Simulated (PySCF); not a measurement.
## Telling isomers of C7H6O2 apart by NMR

Method: couplings computed with B3LYP/pcJ-1 (spin–dipole term left out of most H,H and C,H couplings), NMR shieldings at PBE0/pcSseg-1/GIAO, GFN2-xTB geometry, in PySCF 2.14.0 with density-fitted response routines (a single conformation, non-relativistic, in vacuum, rapidly exchanging positions averaged).

References, each an isolated molecule treated in the same way: 1H (σref 31.72), 13C (σref 186.93) against TMS. Multiplet labels drop J under 1 Hz and among equivalent protons, and merge close values. Unscaled 3J(H,H) run several per cent high. Where no couplings were computed, multiplicities follow the n + 1 count of equivalent neighbours, and m marks all less simple cases (inequivalent or close neighbours, rings, F or P nearby). Acid and N–H amide carbonyl carbons lie up to 10 ppm further downfield in solution (hydrogen bonding). Shifts are as computed. Against solution values, carbons near 30 ppm lie about +3 ppm off and those near 130 ppm about +5 ppm. Of 1211 compounds with measured shifts, 218 miss one by over three times the rms of a fit or turn the order of signals round; such compounds aren't used in these exercises. OH and NH positions are gas-phase values without hydrogen bonding to other molecules.

(1) Tabulate the signals of `C#Cc1c(OCC)c1=O`, `O=C(O)c1ccccc1` and their relative energies.

(2) What is the quickest way to tell C#Cc1c(OCC)c1=O from O=C(O)c1ccccc1?

## Answers

(1) 
```tsv
SMILES	carbon types	δC	δH	E rel. (kcal/mol)
C#Cc1c(OCC)c1=O	4×C 1×CH 1×CH2 1×CH3	169.0, 141.9, 118.3, 94.3, 71.5, 71.2, 17.2	4.56 (q, 2H), 3.08 (s, 1H), 1.52 (t, 3H)	119.2
O=C(O)c1ccccc1	2×C 5×CH	171.0, 139.5, 137.5, 133.7, 132.9	8.59 (m, 2H), 7.87 (m, 1H), 7.78 (m, 2H), 6.35 (br s, 1H)	0.0
```

Energies are electronic energies at PBE0/pcSseg-1 on these geometries, without zero-point or thermal terms, each for the one conformer computed, which needn't be the lowest.

(2) Count the carbon signals: 7 against 5. The first has an sp3 CH2 bonded to O at 71.5 ppm, the second an aromatic CH at 139.5 ppm. Their most deshielded carbons lie at 169.0 and 171.0 ppm. In the proton spectra the most deshielded non-exchanging signals are 4.56 (q, 2H) and 8.59 (m, 2H).
